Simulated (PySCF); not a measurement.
Isomers of [C5H5O2]- (charge -1), one GFN2-xTB conformer each. Single-point energies are computed at PBE0/pcSseg-1 (PySCF, gas phase, no added dispersion term), electronic only.

Question: Rank them by PBE0/pcSseg-1 energy, lowest first (kJ/mol).
A. `[CH2:1]=[CH:2][C:3](=[CH2:4])[C:5](=[O:6])[O-:7]` (charge -1) with C1–C2–C3–C4 180°, C2–C3–C5–O6 0°
B. `[CH2:1]=[C:2]1[CH2:3][C@H:4]1[C:5](=[O:6])[O-:7]` (charge -1) with C3–C4–C5–O6 -174°
C. `CCC#CC(=O)[O-]`
D. `[O:1]=[C:2]([O-:3])[CH:4]=[C:5]1[CH2:6][CH2:7]1` (charge -1) with O1–C2–C4–C5 0°

Answer: A (0.0), C (54.0), B (57.4), D (70.6).

As drawn, the highest has a three-membered ring, which the lowest lacks. Neighbours under 21 kJ/mol apart (CCC#CC(=O)[O-] and C=C1C[C@H]1C(=O)[O-]; C=C1C[C@H]1C(=O)[O-] and O=C([O-])C=C1CC1) can change places with a better method, another conformer or zero-point energy. GFN2-xTB itself gives, in the same order: 12.5, 15.7, 0.0, 18.0. GFN2-xTB puts C=C1C[C@H]1C(=O)[O-] lowest instead; measured from each level's own lowest isomer, the values differ by up to 57.4 kJ/mol (C=C1C[C@H]1C(=O)[O-]: 0.0 against 57.4).
